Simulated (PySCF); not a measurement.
C2H10AlNSSi (SMILES [CH3][Al]([CH3])[S][SiH2]N), singlet, at a GFN2-xTB geometry (such geometries of metal compounds can be far from the true shape), atoms displaced at random by about 0.08 Å a coordinate; PBE/STO-3G, gradient (PySCF).

PySCF was given this input:
```python
from pyscf import gto, scf, dft

mol = gto.M(
    atom='''
Si    1.84541873   -0.55432036    0.44467747
N     1.96031720    0.75051572    1.26607772
S    -0.16499229   -1.29688609    0.32390240
Al   -1.25662504    0.40812969   -0.49006714
C    -0.13570583    1.75557608   -1.53330453
C    -3.21346521    0.25176014   -0.26537639
H     2.37851433   -0.14577549   -0.83538601
H     2.49443493   -1.82645746    0.91511970
H     2.82300051    1.20542535    1.56911125
H     1.38224360    0.88921744    2.08249809
H     0.08926317    1.44495329   -2.40631525
H     0.44146913    2.23462725   -0.75864303
H    -0.90064052    2.64796606   -1.75505260
H    -3.78872911    0.65529763   -0.99296771
H    -3.52165260   -0.85206751   -0.27910916
H    -3.71762490    0.70354224    0.55167138
''',
    basis='sto-3g',
    verbose=4,
)

mf = dft.RKS(mol)
mf.xc = 'pbe'
mf.conv_tol = 1e-4
mf.kernel()
g = mf.nuc_grad_method()
grad = g.kernel()
```

Question: What does PySCF print? Leave out banner, timings and long lists.

Answer: 
```
PySCF version 2.14.0

[INPUT] verbose = 4
[INPUT] num. atoms = 16
[INPUT] num. electrons = 72
[INPUT] charge = 0
[INPUT] spin (= nelec alpha-beta = 2S) = 0
[INPUT] symmetry False subgroup None
[INPUT] Mole.unit = angstrom
[INPUT] Symbol           X                Y                Z      unit          X                Y                Z       unit  Magmom
[INPUT]  1 Si     1.845418730000  -0.554320360000   0.444677470000 AA    3.487335984843  -1.047513665670   0.840318632064 Bohr   0.0
[INPUT]  2 N      1.960317200000   0.750515720000   1.266077720000 AA    3.704462625274   1.418269162981   2.392540143214 Bohr   0.0
[INPUT]  3 S     -0.164992290000  -1.296886090000   0.323902400000 AA   -0.311790240765  -2.450759524858   0.612086827089 Bohr   0.0
[INPUT]  4 Al    -1.256625040000   0.408129690000  -0.490067140000 AA   -2.374677166871   0.771253337404  -0.926092677249 Bohr   0.0
[INPUT]  5 C     -0.135705830000   1.755576080000  -1.533304530000 AA   -0.256446852207   3.317557982038  -2.897525627255 Bohr   0.0
[INPUT]  6 C     -3.213465210000   0.251760140000  -0.265376390000 AA   -6.072569157718   0.475757713682  -0.501488697026 Bohr   0.0
[INPUT]  7 H      2.378514330000  -0.145775490000  -0.835386010000 AA    4.494740667053  -0.275475751774  -1.578650767193 Bohr   0.0
[INPUT]  8 H      2.494434930000  -1.826457460000   0.915119700000 AA    4.713798853249  -3.451504377569   1.729325604194 Bohr   0.0
[INPUT]  9 H      2.823000510000   1.205425350000   1.569111250000 AA    5.334697813407   2.277923775108   2.965190521474 Bohr   0.0
[INPUT] 10 H      1.382243600000   0.889217440000   2.082498090000 AA    2.612061841433   1.680377426787   3.935351045030 Bohr   0.0
[INPUT] 11 H      0.089263170000   1.444953290000  -2.406315250000 AA    0.168682944310   2.730565980889  -4.547276791864 Bohr   0.0
[INPUT] 12 H      0.441469130000   2.234627250000  -0.758643030000 AA    0.834255748150   4.222833492990  -1.433627553010 Bohr   0.0
[INPUT] 13 H     -0.900640520000   2.647966060000  -1.755052600000 AA   -1.701963919486   5.003930640544  -3.316568748206 Bohr   0.0
[INPUT] 14 H     -3.788729110000   0.655297630000  -0.992967710000 AA   -7.159660378067   1.238333050777  -1.876437022437 Bohr   0.0
[INPUT] 15 H     -3.521652600000  -0.852067510000  -0.279109160000 AA   -6.654958919862  -1.610174233540  -0.527439871257 Bohr   0.0
[INPUT] 16 H     -3.717624900000   0.703542240000   0.551671380000 AA   -7.025292894864   1.329502150663   1.042507818961 Bohr   0.0

nuclear repulsion = 427.973399090913
number of shells = 34
number of NR pGTOs = 156
number of NR cGTOs = 52
basis = sto-3g
ecp = {}

******** <class 'pyscf.dft.rks.RKS'> ********
method = RKS
initial guess = minao
damping factor = 0
level_shift factor = 0
DIIS = <class 'pyscf.scf.diis.CDIIS'>
diis_start_cycle = 1
diis_space = 8
diis_damp = 0
SCF conv_tol = 0.0001
SCF conv_tol_grad = None
SCF max_cycles = 50
direct_scf = True
direct_scf_tol = 1e-13
XC library pyscf.dft.libxc version 7.1.2
    S. Lehtola, C. Steigemann, M. J. T. Oliveira, and M. A. L. Marques,  SoftwareX 7, 1–5 (2018)
XC functionals = pbe
    J. P. Perdew, K. Burke, and M. Ernzerhof,  Phys. Rev. Lett. 77, 3865 (1996)
    J. P. Perdew, K. Burke, and M. Ernzerhof,  Phys. Rev. Lett. 78, 1396 (1997)
    J. P. Perdew, K. Burke, and M. Ernzerhof,  Phys. Rev. Lett. 77, 3865 (1996)
    J. P. Perdew, K. Burke, and M. Ernzerhof,  Phys. Rev. Lett. 78, 1396 (1997)
radial grids:
    Treutler-Ahlrichs [JCP 102, 346 (1995); DOI:10.1063/1.469408] (M4) radial grids

becke partition: Becke, JCP 88, 2547 (1988); DOI:10.1063/1.454033
pruning grids: <function nwchem_prune>
grids dens level: 3
symmetrized grids: False
atomic radii adjust function: <function treutler_atomic_radii_adjust>
small_rho_cutoff = 0
Set gradient conv threshold to 0.01
Initial guess from minao.
tot grids = 197464
init E= -1053.95193484622
  HOMO = -0.320516064296169  LUMO = -0.0197277861966935  gap/eV = 8.18487
cycle= 1 E= -1053.83358601866  delta_E= 0.118  |g|= 0.776  |ddm|= 4.78
  HOMO = 0.018463772551083  LUMO = 0.115357105321225  gap/eV = 2.63660
cycle= 2 E= -1053.47586041247  delta_E= 0.358  |g|= 1.25  |ddm|=  3.2
  HOMO = -0.0897324298002763  LUMO = 0.156533435057534  gap/eV = 6.70124
cycle= 3 E= -1054.02365061591  delta_E= -0.548  |g|= 0.226  |ddm|= 2.32
  HOMO = -0.0596002761654838  LUMO = 0.127747355554106  gap/eV = 5.09799
cycle= 4 E= -1054.0450272961  delta_E= -0.0214  |g|= 0.0611  |ddm|= 0.567
  HOMO = -0.0694290889572552  LUMO = 0.122064938648928  gap/eV = 5.21082
cycle= 5 E= -1054.04642485314  delta_E= -0.0014  |g|= 0.0201  |ddm|= 0.148
  HOMO = -0.0678981529832619  LUMO = 0.124420360033486  gap/eV = 5.23325
cycle= 6 E= -1054.0465952229  delta_E= -0.00017  |g|= 0.00359  |ddm|= 0.0427
  HOMO = -0.0680326608034049  LUMO = 0.124684083228585  gap/eV = 5.24409
cycle= 7 E= -1054.0465995399  delta_E= -4.32e-06  |g|= 0.00158  |ddm|= 0.00712
  HOMO = -0.0683914660180429  LUMO = 0.124809340239256  gap/eV = 5.25726
Extra cycle  E= -1054.04659828423  delta_E= 1.26e-06  |g|= 0.00244  |ddm|= 0.00661
converged SCF energy = -1054.04659828423

******** <class 'pyscf.grad.rks.Gradients'> for <class 'pyscf.dft.rks.RKS'> ********
unit = Eh/Bohr
grid_response = False
--------------- RKS gradients ---------------
         x                y                z
0 Si     0.0209741778     0.1611388007     0.0997222646
1 N    -0.0086028579    -0.1371547203    -0.0980463924
2 S     0.0106554330    -0.0268904125     0.0044431688
3 Al    -0.0156841022     0.0069578416     0.0071744652
4 C     0.1631782999    -0.0819111962    -0.1650004701
5 C    -0.0476251666     0.0659130877    -0.0230635126
6 H    -0.0084769932     0.0092299829     0.0108872549
7 H    -0.0032800482    -0.0156307823     0.0031356725
8 H    -0.0243729830    -0.0082218808     0.0118566749
9 H     0.0279050858    -0.0012068472    -0.0251901480
10 H    -0.0721035311     0.0539120866     0.1427239043
11 H    -0.0402481230     0.0032618739     0.0075388244
12 H    -0.0270544837     0.0397018173    -0.0061185414
13 H     0.0365314158    -0.0348652896     0.0821183088
14 H    -0.0113484743    -0.0257352628    -0.0066478318
15 H    -0.0004351172    -0.0084892361    -0.0455230912
----------------------------------------------
```
